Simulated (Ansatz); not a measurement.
MgI, multiplicity 2 (lowest of 2S+1 = 2, 4 at CCSD(T)/def2-TZVPP on PBE0 minima; our sources give no spin for the ground state, which may be another), most abundant isotopes (23.9850 and 126.9045 u). Constants from fifth-degree fits in 1/R to seven points on the lowest solution found; no spin–orbit coupling, no relativity up to Kr; ω_e x_e and α_e move by some per cent with the fit.

Correlated levels freeze the inner cores; with def2 sets outer-core shells near the valence are correlated too.

Codes used: Ansatz (a first-principles code) with Gaussian orbitals.  In def2 rows elements past Kr take small-core potentials, without spin–orbit coupling.

| level | r_e (Å) | ω_e (cm⁻¹) | ω_e x_e (cm⁻¹) | α_e (cm⁻¹) |
|---|---|---|---|---|
| PBE/def2-TZVPP | 2.6085 | 297.2 | 1.19 | 0.000674 |
| CCSD(T)/def2-QZVPP | 2.5787 | 313.3 | 0.937 | 0.000614 |

Derive the rotational constants, the centrifugal constant, the fundamental, the zero-point energy and the force constant.


μ = 20.17244 u.
- PBE/def2-TZVPP: B_e = 16.8576/(μ r_e²) = 0.12281 cm⁻¹; B₀ = B_e − α_e/2 = 0.12248 cm⁻¹; D = 4B_e³/ω_e² = 8.39e-08 cm⁻¹; fundamental ω_e − 2ω_e x_e = 295 cm⁻¹; zero-point energy ω_e/2 − ω_e x_e/4 = 148 cm⁻¹; k = μ(2πcω_e)² = 105 N/m
- CCSD(T)/def2-QZVPP: B_e = 16.8576/(μ r_e²) = 0.12567 cm⁻¹; B₀ = B_e − α_e/2 = 0.12536 cm⁻¹; D = 4B_e³/ω_e² = 8.09e-08 cm⁻¹; fundamental ω_e − 2ω_e x_e = 311 cm⁻¹; zero-point energy ω_e/2 − ω_e x_e/4 = 156 cm⁻¹; k = μ(2πcω_e)² = 117 N/m
